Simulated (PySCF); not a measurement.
Cd(F)(Me), CH₃CdF, SMILES [CH3][Cd][F] (PBE0/def2-SVP optimised geometry):

```
6

Cd    -0.260    -0.130     0.000
F     -2.198    -0.129    -0.001
C      1.822    -0.130     0.000
H      2.197    -0.866     0.725
H      2.198     0.866     0.275
H      2.198    -0.390    -1.000
```

Calculation: PBE0/def2-TZVP, def2 effective core potentials past Kr run with PySCF 2.14.0.

Question: What are the frontier orbital energies and the dipole moment?

Answer: HOMO-2 -9.32 eV, HOMO-1 -9.32 eV, HOMO -8.48 eV, LUMO -0.82 eV, LUMO+1 -0.13 eV; dipole moment 3.31 D.

On the same geometry PBE/def2-TZVP, def2 effective core potentials past Kr in PySCF 2.14.0 gives HOMO-2 -7.44 eV, HOMO-1 -7.44 eV, HOMO -7.38 eV, LUMO -1.66 eV, LUMO+1 -0.82 eV; dipole moment 3.23 D.
